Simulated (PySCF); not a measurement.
# Energy of Fe(2+) (iron, charge +2) between two integer charges

The 3d beta orbital of [Ar] 3d6 is emptied in steps (occupation f), with all orbitals relaxed, ending at [Ar] 3d5. All numbers are calculated (PySCF 2.14, the non-relativistic Hamiltonian (point nucleus), in def2-TZVPPD (6s6p4d2f1g, 67 functions)). The exact energy is a straight line in f; departures are measured from the line between the end points of the same method.

| f | LDA (eV) | PBE (eV) |
| --- | --- | --- |
| 1 | 0.000 | 0.000 |
| 0.9 | -0.726 | -0.708 |
| 0.7 | -1.711 | -1.667 |
| 0.5 | -2.057 | -2.000 |
| 0.3 | -1.744 | -1.692 |
| 0.1 | -0.754 | -0.729 |
| 0 | 0.000 | 0.000 |

```csv
method,E(f=0) − E(f=1) (eV),−ε at f=1 (eV),−ε at f=0.5 (eV)
LDA,31.830,23.809,31.733
PBE,31.653,23.819,31.579
```

Orbital energy along the path (eV):

| f | LDA | PBE |
| --- | --- | --- |
| 1 | -23.809 | -23.819 |
| 0.9 | -25.340 | -25.326 |
| 0.7 | -28.485 | -28.410 |
| 0.5 | -31.733 | -31.579 |
| 0.3 | -35.074 | -34.821 |
| 0.1 | -38.500 | -38.117 |
| 0 | -40.241 | -39.776 |

Reference removal energy between the ground levels: 30.651 ± 0.012 eV (measured; NIST Atomic Spectra Database, ionization energies). The calculation has no spin-orbit coupling. The determinant left behind need not be the lowest term of the ion.
